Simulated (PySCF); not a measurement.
SMILES [O]CC(C)OC(=O)C (C5H9O3), doublet at its GFN2-xTB optimised geometry (Å):

```
17

C      0.0376     0.3309     0.0000
C     -0.4627    -0.3620     1.2383
O     -1.1249    -1.3636     1.2567
O     -0.0585     0.2900     2.3386
C     -0.4725    -0.2135     3.6145
C     -1.3427     0.8175     4.3234
C      0.7978    -0.5222     4.4332
O      0.6388    -0.8434     5.6859
H     -0.3324    -0.1850    -0.8803
H     -0.3015     1.3636     0.0000
H      1.1249     0.3309     0.0000
H     -1.0393    -1.1412     3.4555
H     -0.8399     1.7818     4.3328
H     -2.3010     0.9216     3.8221
H     -1.5013     0.4867     5.3461
H      1.4090    -1.2940     3.8972
H      1.4872     0.3594     4.3434
```

Method: PySCF 2.14.0 with unrestricted CAM-B3LYP/def2-SVP. Cells within 0.4 Å of a nucleus heavier than hydrogen are left out (blank, or x).

Map of the log10 of the electron density (e/bohr³), floored at −4 on the plane z = 0.0 Å:

```
|000000000000000000000000000|
|000000000000000000000000000|
|000000000001111000000000000|
|000000000122222110000000000|
|000000012334443321000000000|
|000000013455555432100000000|
|000000123566766543221000000|
|000000134578887654332100000|
|000000234679998765543210000|
|000001235679998876654320000|
|000001235678999888765421000|
|000001235678xxx999875421000|
|000001235678xxx999875431000|
|0000013456789x9998865421000|
|000012345678888887765321000|
|000012345567777766554210000|
|000023445566666555432100000|
|000023455555555443321000000|
|000023455555444332210000000|
|000023455555433221000000000|
|000013445554432100000000000|
|000002344443321000000000000|
|000001223332210000000000000|
|000000012221000000000000000|
|000000000000000000000000000|
|000000000000000000000000000|
|000000000000000000000000000|
```
Scale: ten equal steps from -4.00 (start of '0') to -0.432 (end of '9'), in the order '0123456789'; x runs from -3.50 to 3.50, y from -3.50 (bottom) to 3.50 (top).
